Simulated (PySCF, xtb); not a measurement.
Bi(Me)2 (C2H6Bi), SMILES [CH3][Bi+][CH3] (connectivity only; charge and spin as stated), charge +1, multiplicity 1.

Harmonic wavenumbers (cm⁻¹) from GFN2-xTB in xtb at its own minimum, in rising order: 68, 112, 181, 560, 561, 600, 616, 731, 814, 1246, 1258, 1363, 1366, 1391, 1405, 2968, 2972, 3079, 3081, 3104, 3106.

**Question.** What does PBE-D3(BJ)/def2-SVP in PySCF give at its own minimum? (The exact figures need the calculation; the answer reports its results.)

**Answer.** 45, 69, 162, 471, 478, 573, 612, 704, 793, 1141, 1153, 1327, 1327, 1350, 1351, 2950, 2954, 3061, 3062, 3128, 3128. Paired by order, the mean absolute difference is 40 cm⁻¹ and the zero-point energies are 43.7 and 42.7 kcal/mol.
